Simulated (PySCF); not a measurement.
ClGeH6NSi, SMILES N[Si@H]([GeH3])Cl.

The structure is a stationary point at PBE0-D3(BJ)/def2-SVP. The structure was generated by enumeration; whether it is a known compound was not checked. Other conformers were not sampled.

Two levels are set side by side: PBE/def2-TZVP (PySCF) and r2SCAN/def2-TZVP (PySCF). Same geometry, gas phase. Differences are taken from unrounded values.

```csv
quantity,PBE
orbital gap (eV),5.69
highest occupied level (eV),-6.57
lowest empty level (eV),-0.89
dipole moment (D),1.94
mean polarisability (bohr³),81.1
```

Problem. These are the PBE values. What does r2SCAN give? (The exact figures need the calculation; the answer reports its results.)

Solution. 
| quantity | r2SCAN | PBE minus r2SCAN |
|---|---|---|
| orbital gap (eV) | 6.31 | -0.63 |
| highest occupied level (eV) | -6.89 | 0.31 |
| lowest empty level (eV) | -0.58 | -0.31 |
| dipole moment (D) | 1.96 | -0.03 |
| mean polarisability (bohr³) | 78.8 | 2.3 |

Rough cost on one machine, each run with all the roots and properties that it gave: r2SCAN against PBE about 3 times.
